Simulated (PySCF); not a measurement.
**Splitting trees**

Numbering as in the mapped SMILES `[F:1][CH2:2][C:3]#[C:4][C:5]([F:6])([F:7])[F:8]`. Hydrogens are named by the atom that carries them.

- couplings computed with B3LYP/pcJ-1 (spin–dipole term only in couplings to heteroatoms)
- GIAO PBE0/pcSseg-1 shieldings
- structure optimised with GFN2-xTB
- run in PySCF 2.14.0 with density-fitted response routines
- rapidly exchanging positions averaged, one conformer, non-relativistic Hamiltonian, no solvent

δ = σ(ref) − σ, references computed at the same level: $^{1}$H (σ = 31.72 ppm), $^{13}$C (σ = 186.93 ppm) against TMS; $^{19}$F (σ = 170.95 ppm) against CFCl3.

Spectrometer: 800 MHz for $^{1}$H. First-order analysis; couplings under 1 Hz (under 4 Hz in carbon signals) are ignored, and nearly equal couplings are merged; the smaller ones broaden or split the lines further.

Question: What pattern does H(C2) show ($^{1}$H)?

Answer: A doublet of quartets at δ 5.46: 52.9 Hz to F1 (1 × $^{19}$F, 2 bonds away), 3.8 Hz to F6/F7/F8 (3 × $^{19}$F, 5 bonds away). Lines in Hz from the centre (relative intensity): +32.1 (1), +28.4 (3), +24.6 (3), +20.8 (1), -20.8 (1), -24.6 (3), -28.4 (3), -32.1 (1). The outer lines are 64.3 Hz apart, the sum of the couplings kept, or 0.080 ppm at this field.

Question: What pattern does C5 show in the proton-coupled $^{13}$C spectrum?

Answer: A quartet at δ 123.4: 326.7 Hz to F6/F7/F8 (3 × $^{19}$F, 1 bond away). Lines in Hz from the centre (relative intensity): +490.1 (1), +163.3 (3), -163.3 (3), -490.1 (1). The outer lines are 980.1 Hz apart, the sum of the couplings kept, or 4.872 ppm at this field.

Question: What pattern does F1 show ($^{19}$F)?

Answer: A triplet of quartets at δ -256.5: 52.9 Hz to H(C2) (2 × $^{1}$H, 2 bonds away), 6.1 Hz to F6/F7/F8 (3 × $^{19}$F, 5 bonds away). Lines in Hz from the centre (relative intensity): +62.0 (1), +56.0 (3), +49.9 (3), +43.8 (1), +9.2 (2), +3.0 (6), -3.0 (6), -9.2 (2), -43.8 (1), -49.9 (3), -56.0 (3), -62.0 (1). The outer lines are 124.1 Hz apart, the sum of the couplings kept, or 0.165 ppm at this field.

Question: What pattern does F6/F7/F8 show ($^{19}$F)?

Answer: A doublet of triplets at δ -64.0: 6.1 Hz to F1 (1 × $^{19}$F, 5 bonds away), 3.8 Hz to H(C2) (2 × $^{1}$H, 5 bonds away). Lines in Hz from the centre (relative intensity): +6.8 (1), +3.0 (2), +0.8 (1), -0.8 (1), -3.0 (2), -6.8 (1). The outer lines are 13.7 Hz apart, the sum of the couplings kept, or 0.018 ppm at this field.
